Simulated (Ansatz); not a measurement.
The same hydrolysis along the group Mg, Zn, Cd.

Computed with Ansatz on PBE0-D4/def2-TZVP structures; ΔE is electronic, products minus reactants. CCSD(T)/CBS is the MP2 limit (def2-TZVPP, def2-QZVPP) plus CCSD(T) − MP2 in def2-TZVPP, frozen cores. This one scheme is used for every species. Elements past krypton have def2 core potentials. For Cd, Mg, Zn outer-core shells are correlated without core-valence functions, which leaves a few kJ/mol of doubt a bond. Scalar relativity is left out up to krypton. Each species was taken in one conformer, which may not be the lowest.

Problem. Order these by ΔE at CCSD(T)/CBS, lowest first. (Best estimate.)
A. `C[O][Mg][Cl]` + H₂O → `C[O][Mg][OH]` + HCl
B. `C[O][Cd][Cl]` + H₂O → `C[O][Cd][OH]` + HCl
C. `C[O][Zn][Cl]` + H₂O → `C[O][Zn][OH]` + HCl

Solution. A (+0.88 eV), C (+1.02 eV), B (+1.23 eV).

Largest T1 diagnostic: 0.017, for `C[O][Zn][OH]`.
